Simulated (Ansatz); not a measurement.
`[OH][Ga]([F])[Br]` + HCl → `[OH][Ga]([Cl])[Br]` + H–F at 298.15 K and 1 bar (ligand exchange at a Ga–F bond).

Isolated molecules relaxed with PBE0-D4/def2-TZVP in Ansatz; ΔE leaves out vibrations. CBS: MP2 limit from def2 TZ/QZ plus the TZ coupled-cluster correction, frozen cores. This one scheme is used for every species. For Br, Ga outer-core shells are correlated without core-valence functions, which leaves a few kJ/mol of doubt a bond. Scalar relativity is left out up to krypton. Each species was taken in one conformer, which may not be the lowest.

```
             species  CCSD(T)/CBS energy (Eh)  H − E (kJ/mol)  S (J/(mol·K))
 `[OH][Ga]([F])[Br]`              -4672.95707            61.5          335.6
                 HCl               -460.38127            26.6          186.8
`[OH][Ga]([Cl])[Br]`              -5032.95761            60.2          346.6
                 H–F               -100.39570            33.5          173.6
```

H − E and S are ideal-gas, rigid-rotor, harmonic terms from PBE0-D4/def2-TZVP, for one conformer and one mirror image of each species. 1 Eh = 2625.50 kJ/mol, R = 8.31446 J/(mol·K).

Question: By hand: ΔE, ΔH, ΔS and ΔG.

Answer: ΔE = (-5032.95761) + (-100.39570) − (-4672.95707) − (-460.38127) = -0.01497 Eh = -39.3 kJ/mol. Δ(H − E) = 60.2 + 33.5 − 61.5 − 26.6 = 5.6, so ΔH = -33.7 kJ/mol. ΔS = 346.6 + 173.6 − 335.6 − 186.8 = -2.2 J/(mol·K). ΔG = -33.7 − 298.15 × (-2.2)/1000 = -33.0 kJ/mol.

Question: By hand: the equilibrium constant, and the temperature at which ΔG would vanish if ΔH and ΔS stayed fixed.

Answer: log₁₀ K = −ΔG/(RT ln 10) = 5.8. ΔG = 0 at ΔH/ΔS = 15318 K, far beyond where these terms or the molecules hold.

The number of gas molecules stays the same, so ΔS is small and ΔH decides. A doubt of 5 kJ/mol in ΔE shifts log₁₀ K by 0.9 here. Other conformers and mirror images would add mixing entropy, several J/(mol·K) or more a flexible species. These are equilibria of isolated gas molecules and say nothing of rates. Largest T1 diagnostic: 0.012 (customary marks: 0.02 for closed shells, 0.045 for open ones).
